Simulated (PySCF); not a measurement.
PySCF input file for C₂H₂F₃, SMILES [CH2]C(F)(F)F, multiplicity 2, PBE-D3(BJ)/def2-SVP. The structure is a stationary point at PBE-D3(BJ)/def2-SVP. The isomer is the one that the SMILES or the coordinates give; other isomers of the formula were not compared.

```python
import numpy as np
from pyscf import gto, scf, dft, df
from pyscf.hessian import thermo

mol = gto.M(
    atom='''
    C     1.49721257    0.05188449    0.00000002
    C     0.01411726    0.01099549    0.00000000
    F    -0.50292189    0.61661991    1.09587625
    F    -0.50292185    0.61661991   -1.09587627
    F    -0.45347158   -1.27117131   -0.00000000
    H     2.03292945   -0.01794824    0.95594200
    H     2.03292948   -0.01794825   -0.95594193
    ''',
    basis='def2-SVP',
    charge=0,
    spin=1,
    max_memory=1600,
    verbose=3,
)
mf = dft.UKS(mol, xc='pbe').density_fit(auxbasis='def2-universal-jkfit')
mf.disp = 'd3bj'
mf.grids.level = 3
mf.conv_tol = 1e-11
mf.max_cycle = 100
mf.kernel()
fine, coarse = mf.grids, dft.Grids(mol).set(level=1).build(with_non0tab=True)
for _ in range(3):  # follow internal instabilities
    mf.grids = coarse
    mo, _, stable, _ = mf.stability(return_status=True, nroots=4)
    mf.grids = fine
    if stable:
        break
    mf.kernel(mf.make_rdm1(mo, mf.mo_occ))

# [left out here: the lines that compute and print the analytic Hessian (its translational invariance restored by hand, since the grid's response is missing), thermochemistry and intensities]
```

Log of the run:

```

WARN: HOMO -0.220256787655072 >= LUMO -0.220256787655071

converged SCF energy = -376.225474366028  <S^2> = 0.75332465  2S+1 = 2.0033219
<class 'pyscf.df.df_jk.DFUKS'> wavefunction is stable in the internal stability analysis

WARN: DFTD3 does not support analytical Hessian, using finite difference


WARN: Mole.unit (angstrom) is changed to Bohr

Mode                                 0                   1                   2
Irrep
Freq [cm^-1]                      112.9170            330.4717            359.0266
Reduced mass [au]                   1.0316              2.6090              3.7252
Force const [Dyne/A]                0.0077              0.1679              0.2829
Char temp [K]                     162.4624            475.4753            516.5594
Normal mode                   x     y     z       x     y     z       x     y     z
       0   C                -0.00  0.00 -0.00   -0.00 -0.10  0.00   -0.00  0.00  0.13
       1   C                -0.00  0.00  0.01   -0.00  0.05 -0.00   -0.00 -0.00 -0.04
       2   F                 0.00 -0.01  0.01   -0.06  0.04 -0.03    0.11  0.04 -0.01
       3   F                -0.00  0.01  0.01   -0.06  0.04  0.03   -0.11 -0.04 -0.01
       4   F                 0.00 -0.00 -0.03    0.12 -0.01 -0.00   -0.00  0.00 -0.07
       5   H                 0.01  0.69  0.04   -0.03 -0.41 -0.01   -0.22 -0.03  0.25
       6   H                -0.01 -0.69  0.04   -0.03 -0.41  0.01    0.22  0.03  0.25
Mode                                 3                   4                   5
Irrep
Freq [cm^-1]                      494.1799            517.9649            589.6776
Reduced mass [au]                   3.0787              6.3643              4.8718
Force const [Dyne/A]                0.4430              1.0060              0.9981
Char temp [K]                     711.0149            745.2362            848.4147
Normal mode                   x     y     z       x     y     z       x     y     z
       0   C                -0.02  0.08 -0.00    0.00 -0.00 -0.01   -0.09  0.13 -0.00
       1   C                -0.01  0.06  0.00    0.00 -0.00  0.08   -0.05 -0.05  0.00
       2   F                 0.01 -0.06  0.09   -0.02  0.10  0.05    0.06  0.05 -0.01
       3   F                 0.01 -0.06 -0.09    0.02 -0.10  0.05    0.06  0.05  0.01
       4   F                -0.00  0.08 -0.00    0.00  0.00 -0.13   -0.01 -0.12 -0.00
       5   H                -0.05 -0.37 -0.01    0.19 -0.03 -0.13   -0.12 -0.24 -0.01
       6   H                -0.05 -0.37  0.01   -0.19  0.03 -0.13   -0.12 -0.24  0.01
Mode                                 6                   7                   8
Irrep
Freq [cm^-1]                      603.0929            843.7081            893.5046
Reduced mass [au]                   4.7725              7.8584              1.7601
Force const [Dyne/A]                1.0227              3.2959              0.8279
Char temp [K]                     867.7164           1213.9081           1285.5542
Normal mode                   x     y     z       x     y     z       x     y     z
       0   C                 0.12  0.11  0.00   -0.15 -0.01  0.00    0.00  0.00  0.13
       1   C                 0.07 -0.03 -0.00   -0.00 -0.01  0.00    0.00  0.00  0.06
       2   F                -0.03 -0.02 -0.09    0.04 -0.05 -0.09    0.04 -0.03 -0.05
       3   F                -0.03 -0.02  0.09    0.04 -0.05  0.09   -0.04  0.03 -0.05
       4   F                -0.07  0.02 -0.00    0.04  0.10 -0.00   -0.00 -0.00  0.00
       5   H                 0.12 -0.25 -0.02   -0.19  0.02  0.02    0.50 -0.00 -0.15
       6   H                 0.12 -0.25  0.02   -0.19  0.02 -0.02   -0.50  0.00 -0.15
Mode                                 9                  10                  11
Irrep
Freq [cm^-1]                     1090.5760           1209.9803           1260.9715
Reduced mass [au]                  12.1352              5.6434              2.7415
Force const [Dyne/A]                8.5037              4.8679              2.5683
Char temp [K]                    1569.0960           1740.8922           1814.2573
Normal mode                   x     y     z       x     y     z       x     y     z
       0   C                 0.01  0.02 -0.00    0.00  0.00  0.06   -0.03  0.00  0.00
       1   C                -0.03 -0.25  0.00   -0.00 -0.00 -0.24    0.22 -0.03 -0.00
       2   F                -0.01  0.03  0.03   -0.02  0.02  0.05   -0.03  0.02  0.02
       3   F                -0.01  0.03 -0.03    0.02 -0.02  0.05   -0.03  0.02 -0.02
       4   F                 0.04  0.08  0.00    0.00  0.00  0.02   -0.02 -0.01  0.00
       5   H                 0.04 -0.04 -0.02    0.22  0.02 -0.07   -0.36  0.01  0.17
       6   H                 0.04 -0.04  0.02   -0.22 -0.02 -0.07   -0.36  0.01 -0.17
Mode                                12                  13                  14
Irrep
Freq [cm^-1]                     1386.7925           3112.8273           3245.4478
Reduced mass [au]                   1.6570              1.0509              1.1233
Force const [Dyne/A]                1.8775              5.9998              6.9709
Char temp [K]                    1995.2856           4478.6654           4669.4768
Normal mode                   x     y     z       x     y     z       x     y     z
       0   C                 0.14  0.00  0.00   -0.06  0.01 -0.00    0.00 -0.00 -0.10
       1   C                -0.12  0.00  0.00    0.00  0.00 -0.00   -0.00  0.00 -0.00
       2   F                 0.01 -0.01 -0.01    0.00 -0.00 -0.00   -0.00  0.00  0.00
       3   F                 0.01 -0.01  0.01    0.00 -0.00  0.00    0.00 -0.00  0.00
       4   F                 0.01  0.01 -0.00    0.00  0.00 -0.00   -0.00 -0.00 -0.00
       5   H                -0.42  0.02  0.32    0.33 -0.04  0.60    0.33 -0.04  0.58
       6   H                -0.42  0.02 -0.32    0.33 -0.04 -0.60   -0.33  0.04  0.58
temperature 298.1500 [K]
pressure 101325.00 [Pa]
Rotational constants [GHz] 5.45443 5.39960 5.27043
Symmetry number 1
Zero-point energy (ZPE) 0.03657 [Eh]   96007.130 [J/mol]
                           tot       elec      trans        rot        vib
Entropy [J/mol/K]       309.438      5.763    163.861    105.190     34.624
Cv [J/mol/K]             73.136      0.000     12.472     12.472     48.193
Cp [J/mol/K]             81.451      0.000     20.786     12.472     48.193
Internal energy [J/mol]                      3718.434   3718.434 102291.475
Internal energy [Eh]   -376.18368  -376.22547
Enthalpy [J/mol]                             6197.391   3718.434 102291.475
Enthalpy [Eh]          -376.18274
Gibbs free energy [J/mol]                  -42657.832 -27643.821  91968.379
Gibbs free energy [Eh] -376.21788
mode   freq/cm-1   IR/(km/mol)
   1      112.92         1.080
   2      330.47         6.932
   3      359.03         0.223
   4      494.18         8.831
   5      517.96         1.077
   6      589.68        19.880
   7      603.09        19.957
   8      843.71        12.770
   9      893.50        41.396
  10     1090.58       295.933
  11     1209.98       224.764
  12     1260.97       137.660
  13     1386.79        93.402
  14     3112.83         0.817
  15     3245.45         0.585
max |gradient| / (hartree/bohr): 0.0001440973722077763
APT charges: [-0.1762  1.6103 -0.526  -0.526  -0.5339  0.0759  0.0759]
```

Self-consistency was reached.

Cost: very roughly 70 core-seconds.
